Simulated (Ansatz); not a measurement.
`FB(S)Cl` + `N=C=O` → `O=C=NB(F)Cl` + H₂S at 700 K and 1 bar (ligand exchange at a B–S bond).

Program: Ansatz. Geometries: PBE0-D4/def2-TZVP. ΔE: electronic, gas phase. CCSD(T)/CBS is the MP2 limit (def2-TZVPP, def2-QZVPP) plus CCSD(T) − MP2 in def2-TZVPP, frozen cores. This one scheme is used for every species. Each species was taken in one conformer, which may not be the lowest.

| species | CCSD(T)/CBS energy (Eh) | H − E (kJ/mol) | S (J/(mol·K)) |
| --- | --- | --- | --- |
| `FB(S)Cl` | -982.86970 | 94.5 | 367.9 |
| `N=C=O` | -168.51995 | 89.3 | 283.6 |
| `O=C=NB(F)Cl` | -752.42964 | 115.6 | 414.4 |
| H₂S | -398.97279 | 64.8 | 236.9 |

H − E and S are ideal-gas, rigid-rotor, harmonic terms from PBE0-D4/def2-TZVP, for one conformer and one mirror image of each species. 1 Eh = 2625.50 kJ/mol, R = 8.31446 J/(mol·K).

Task: By hand: ΔE, ΔH, ΔS and ΔG.

Result: ΔE = (-752.42964) + (-398.97279) − (-982.86970) − (-168.51995) = -0.01278 Eh = -33.6 kJ/mol. Δ(H − E) = 115.6 + 64.8 − 94.5 − 89.3 = -3.4, so ΔH = -37.0 kJ/mol. ΔS = 414.4 + 236.9 − 367.9 − 283.6 = -0.2 J/(mol·K). ΔG = -37.0 − 700 × (-0.2)/1000 = -36.9 kJ/mol.

Task: By hand: the equilibrium constant, and the temperature at which ΔG would vanish if ΔH and ΔS stayed fixed.

Result: log₁₀ K = −ΔG/(RT ln 10) = 2.8. ΔG = 0 at ΔH/ΔS = 185000 K, far beyond where these terms or the molecules hold.

The number of gas molecules stays the same, so ΔS is small and ΔH decides. A doubt of 5 kJ/mol in ΔE shifts log₁₀ K by 0.4 here. Other conformers and mirror images would add mixing entropy, several J/(mol·K) or more a flexible species. These are equilibria of isolated gas molecules and say nothing of rates. Largest T1 diagnostic: 0.018 (customary marks: 0.02 for closed shells, 0.045 for open ones).
